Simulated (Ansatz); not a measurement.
Molecule: RuF3, charge 0, multiplicity 4. The spin state was set by rule; other spins were not relaxed. 
Structure (B3LYP-D3(BJ)/def2-TZVP (Ansatz, a quantum-chemistry and plane-wave program) minimum search):
SMILES: [F][Ru]([F])[F]
```xyz
4

Ru    -0.0015    -0.1539     0.0644
F     -1.7865    -0.5580    -0.2257
F      0.0148     1.5696    -0.6572
F      1.7787    -0.2594     0.5679
```
Charge 0, spin multiplicity 4.

### Question
Give the harmonic wavenumbers at B3LYP-D3(BJ)/def2-TZVP (Ansatz, finite differences of forces, unscaled).

### Answer
91, 149, 191, 632, 661, 687 cm⁻¹. Zero-point energy 3.4 kcal/mol.

### Question
From these and the geometry, give the ideal-gas thermochemistry at 298.15 K and 1 atm (rigid rotor, harmonic oscillator).

### Answer
Point group C2v, rotational symmetry number 2. Rotational constants 7.742, 3.962, 2.621 GHz. S(trans) 41.08, S(rot) 24.42, S(vib) 9.62, S(elec, spin only) 2.75, S 77.9 cal/(mol K). H(298) - H(0) 3.85 kcal/mol; G - E(el) -15.9 kcal/mol.
